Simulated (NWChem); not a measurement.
# CH4CdO; SMILES [O](C)[CdH]

```xyz
7

Cd     0.4643     0.6626     0.1088
H      0.9641     2.1931    -0.2246
O     -0.1295    -1.1708     0.5151
C      0.4072    -2.3530     0.0297
H      1.4734    -2.5099     0.3008
H     -0.1476    -3.2131     0.4526
H      0.3441    -2.4578    -1.0748
```
Atoms are numbered in this order, from 1.

Level: PBE0/def2-SVP with def2 effective core potentials on Cd (NWChem), optimised geometry, unscaled harmonic frequencies. def2 effective core potentials on Cd; no spin-orbit coupling.

```
frequency (cm⁻¹)  IR intensity (km/mol)
----------------  ---------------------
99                                  2.6
167                                 1.3
463                                68.6
472                                70.5
533                                43.7
1172                              177.3
1175                                0.1
1201                               88.6
1472                                0.7
1474                                0.8
1483                               72.4
1903                              128.4
2950                              167.5
3005                               85.5
3049                               63.3
```

```
Item                                                                               Result
-----------------------------------------------------------------------  ----------------
zero-point energy                                                           29.5 kcal/mol
thermal correction to the enthalpy at 298.15 K (with zero-point energy)     33.2 kcal/mol
heat capacity Cv                                                         14.5 cal/(mol K)
entropy at 298.15 K and 1 atm (symmetry number 1)                        73.0 cal/(mol K)
```

Rigid rotor and harmonic oscillator; modes under 100 cm⁻¹ make the entropy uncertain.
